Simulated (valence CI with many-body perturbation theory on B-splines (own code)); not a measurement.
E1 line list for La XLIV

Calculated by valence CI with perturbative core correlation (CI+MBPT): four valence electrons over a frozen Dirac-Fock core [Ne], a basis of 11 s, 11 p, 10 d, 8 f, 5 g, 2 h functions for each j, with the one-electron correlation potential Σ1, the two-electron term Σ2, the three-electron term Σ3, Breit, model QED; selected CI, second order for the rest, scaled by the run's own slope (own B-spline code, finite nucleus).

The last digits are not significant, and no measured levels were compared; by estimate large intervals hold to a few tenths of a per cent, small ones and those within an open d or f shell to about a per cent. Among the levels kept, up to 550 cm⁻¹ of a level comes from second order outside the variational space, and about a tenth of that is noise between levels of different J, which matters for small intervals.

Lines 201 to 250 of 533 in falling wavelength, among levels below 56.427 Ry, chosen from the strongest by gf and those to the six lowest levels. Wavelengths and rates use the calculated energies. Electric multipoles are in the length gauge, E1 and E2 with the static RPA response of the core. Weak lines are less certain than strong ones. Lines between different terms over intervals too small for the method are left out, as are lines whose strength nearly cancels. Where a level lies close to another of its J and parity, the split of strength between their lines is uncertain. The highest levels of a list are the least certain.

Levels are named by their leading jj configuration (3d3/2^4 stands for four electrons in 3d with j = 3/2), which in mixed levels can hold well under half, so a name can repeat and another be missing. Letters in brackets count levels of one name in rising energy.

| λ vac (nm) | Upper | Lower | A (s⁻¹) | S (a.u.) |
| --- | --- | --- | --- | --- |
| 5.830 | (3s 3p3/2^2 3d3/2) J=1 [a] | (3s^2 3p3/2 3d3/2) J=1 | 1.13e+11 | 3.31e-02 |
| 5.829 | (3s 3p1/2 3p3/2^2) J=2 [a] | (3s^2 3p1/2 3p3/2) J=1 | 1.95e+11 | 9.51e-02 |
| 5.826 | (3s 3p1/2 3p3/2^2) J=3 | (3s^2 3p1/2 3p3/2) J=2 | 8.52e+10 | 5.82e-02 |
| 5.823 | (3p1/2 3p3/2^2 3d5/2) J=1 [a] | (3s 3p1/2 3p3/2 3d5/2) J=2 [c] | 1.61e+11 | 4.71e-02 |
| 5.822 | (3p1/2 3p3/2^2 3d5/2) J=3 [b] | (3s 3p1/2 3p3/2 3d5/2) J=2 [d] | 3.77e+10 | 2.57e-02 |
| 5.804 | (3s 3p1/2 3p3/2 3d5/2) J=3 [d] | (3s 3p1/2 3p3/2^2) J=3 | 8.04e+10 | 5.43e-02 |
| 5.799 | (3s 3p3/2 3d3/2 3d5/2) J=1 | (3s^2 3d3/2^2) J=2 | 6.81e+10 | 1.97e-02 |
| 5.763 | (3p1/2 3p3/2^2 3d3/2) J=3 [b] | (3s 3p1/2 3p3/2 3d3/2) J=2 [e] | 2.04e+11 | 1.35e-01 |
| 5.760 | (3p1/2 3p3/2^2 3d5/2) J=2 [a] | (3s 3p1/2 3p3/2 3d5/2) J=1 [b] | 1.27e+11 | 5.97e-02 |
| 5.755 | (3p1/2 3p3/2^2 3d3/2) J=3 [a] | (3s 3p1/2 3p3/2 3d3/2) J=3 [c] | 4.00e+10 | 2.64e-02 |
| 5.748 | (3p1/2 3p3/2^2 3d5/2) J=4 [b] | (3s 3p1/2 3p3/2 3d5/2) J=4 [c] | 8.65e+10 | 7.30e-02 |
| 5.747 | (3p1/2 3p3/2^2 3d3/2) J=1 [a] | (3s 3p1/2 3p3/2 3d3/2) J=1 [c] | 1.22e+11 | 3.43e-02 |
| 5.743 | (3p1/2 3p3/2^2 3d3/2) J=2 [c] | (3s 3p1/2 3p3/2 3d3/2) J=1 [e] | 1.14e+11 | 5.32e-02 |
| 5.734 | (3p1/2 3p3/2^2 3d3/2) J=0 | (3s 3p1/2 3p3/2 3d3/2) J=1 [d] | 3.10e+11 | 2.89e-02 |
| 5.729 | (3s 3p1/2 3p3/2 3d3/2) J=2 [a] | (3s 3p1/2^2 3p3/2) J=1 | 8.73e+10 | 4.05e-02 |
| 5.728 | (3s^2 3d5/2^2) J=0 | (3s^2 3p3/2 3d5/2) J=1 | 5.12e+11 | 4.75e-02 |
| 5.709 | (3p1/2 3p3/2^2 3d3/2) J=1 [b] | (3s 3p1/2 3p3/2 3d3/2) J=1 [e] | 1.05e+11 | 2.89e-02 |
| 5.705 | (3p1/2 3p3/2^2 3d5/2) J=3 [a] | (3s 3p1/2 3p3/2 3d5/2) J=3 [c] | 6.12e+10 | 3.93e-02 |
| 5.695 | (3s 3p1/2 3d5/2^2) J=0 | (3s 3p1/2 3p3/2 3d3/2) J=1 [c] | 1.53e+11 | 1.39e-02 |
| 5.693 | (3p1/2 3p3/2^2 3d5/2) J=4 [a] | (3s 3p1/2 3p3/2 3d5/2) J=3 [b] | 6.35e+10 | 5.21e-02 |
| 5.691 | (3p1/2 3p3/2^2 3d5/2) J=4 [a] | (3s 3p1/2 3p3/2 3d5/2) J=4 [b] | 3.30e+10 | 2.70e-02 |
| 5.686 | (3s 3p3/2^2 3d3/2) J=4 | (3s^2 3p3/2 3d3/2) J=3 | 3.36e+11 | 2.74e-01 |
| 5.677 | (3p1/2 3p3/2^2 3d5/2) J=0 | (3s 3p1/2 3p3/2 3d5/2) J=1 [a] | 3.41e+11 | 3.08e-02 |
| 5.665 | (3s 3p3/2^2 3d5/2) J=4 [b] | (3s^2 3p3/2 3d5/2) J=3 | 2.19e+11 | 1.77e-01 |
| 5.663 | (3s 3p1/2 3p3/2 3d5/2) J=2 [b] | (3s^2 3p1/2 3d5/2) J=3 | 7.41e+10 | 3.32e-02 |
| 5.660 | (3p1/2 3p3/2^2 3d5/2) J=3 [b] | (3s 3p1/2 3p3/2 3d5/2) J=2 [c] | 4.18e+10 | 2.62e-02 |
| 5.653 | (3s 3p1/2 3p3/2 3d5/2) J=1 [b] | (3s 3p1/2 3p3/2^2) J=2 [a] | 6.40e+10 | 1.71e-02 |
| 5.648 | (3s 3p1/2 3p3/2 3d5/2) J=4 [b] | (3s^2 3p1/2 3d5/2) J=3 | 3.05e+10 | 2.44e-02 |
| 5.645 | (3s 3p1/2 3p3/2 3d5/2) J=3 [b] | (3s^2 3p1/2 3d5/2) J=3 | 5.43e+10 | 3.37e-02 |
| 5.637 | (3p1/2 3p3/2^2 3d3/2) J=4 | (3s 3p1/2 3p3/2 3d3/2) J=3 [c] | 2.24e+11 | 1.78e-01 |
| 5.631 | (3p1/2 3p3/2^2 3d3/2) J=2 [a] | (3s 3p1/2 3p3/2 3d3/2) J=2 [c] | 1.82e+11 | 8.00e-02 |
| 5.625 | (3s 3p1/2 3p3/2 3d5/2) J=2 [d] | (3s 3p1/2 3p3/2^2) J=3 | 8.39e+10 | 3.69e-02 |
| 5.619 | (3s 3p3/2^2 3d5/2) J=2 [a] | (3s^2 3p3/2 3d5/2) J=1 | 1.90e+11 | 8.31e-02 |
| 5.618 | (3p1/2 3p3/2^2 3d5/2) J=3 [a] | (3s 3p1/2 3p3/2 3d3/2) J=2 [e] | 5.73e+10 | 3.51e-02 |
| 5.617 | (3p1/2 3p3/2^2 3d3/2) J=3 [b] | (3s 3p1/2 3p3/2 3d5/2) J=3 [b] | 9.16e+10 | 5.61e-02 |
| 5.611 | (3p1/2 3p3/2^2 3d3/2) J=2 [b] | (3s 3p1/2 3p3/2 3d3/2) J=1 [d] | 4.77e+10 | 2.08e-02 |
| 5.607 | (3p1/2 3p3/2^2 3d3/2) J=3 [a] | (3s 3p1/2 3p3/2 3d3/2) J=2 [d] | 2.56e+10 | 1.56e-02 |
| 5.580 | (3p1/2^2 3p3/2 3d5/2) J=2 | (3s 3p1/2^2 3d5/2) J=2 | 9.54e+10 | 4.09e-02 |
| 5.575 | (3p1/2 3p3/2^2 3d5/2) J=1 [b] | (3s 3p1/2 3p3/2 3d5/2) J=2 [d] | 1.99e+11 | 5.12e-02 |
| 5.563 | (3p1/2 3p3/2^2 3d5/2) J=2 [c] | (3s 3p1/2 3p3/2 3d5/2) J=2 [d] | 1.43e+11 | 6.10e-02 |
| 5.556 | (3p1/2 3p3/2^3) J=1 [a] | (3s 3p1/2 3p3/2^2) J=1 [b] | 2.04e+11 | 5.18e-02 |
| 5.552 | (3s 3p1/2 3p3/2 3d5/2) J=2 [b] | (3s^2 3p1/2 3d5/2) J=2 | 3.77e+10 | 1.59e-02 |
| 5.549 | (3s 3p1/2 3p3/2 3d3/2) J=2 [c] | (3s^2 3p1/2 3d3/2) J=2 | 1.26e+11 | 5.33e-02 |
| 5.546 | (3p1/2 3p3/2^2 3d5/2) J=3 [c] | (3s 3p1/2 3p3/2 3d5/2) J=3 [d] | 1.58e+11 | 9.33e-02 |
| 5.544 | (3s^2 3d5/2^2) J=4 | (3s^2 3p3/2 3d5/2) J=4 | 2.44e+11 | 1.84e-01 |
| 5.534 | (3s 3p1/2 3p3/2 3d5/2) J=3 [b] | (3s^2 3p1/2 3d5/2) J=2 | 6.23e+10 | 3.65e-02 |
| 5.532 | (3p1/2 3p3/2^2 3d5/2) J=2 [a] | (3s 3p1/2 3p3/2 3d5/2) J=1 [a] | 3.27e+10 | 1.37e-02 |
| 5.527 | (3p1/2 3p3/2^3) J=1 [b] | (3s 3p1/2 3p3/2^2) J=1 [b] | 1.35e+11 | 3.37e-02 |
| 5.525 | (3s 3p1/2 3d5/2^2) J=4 [c] | (3s 3p1/2 3p3/2 3d5/2) J=4 [a] | 2.62e+10 | 1.96e-02 |
| 5.500 | (3s 3p3/2^2 3d5/2) J=2 [a] | (3s^2 3p3/2 3d5/2) J=3 | 6.59e+10 | 2.71e-02 |
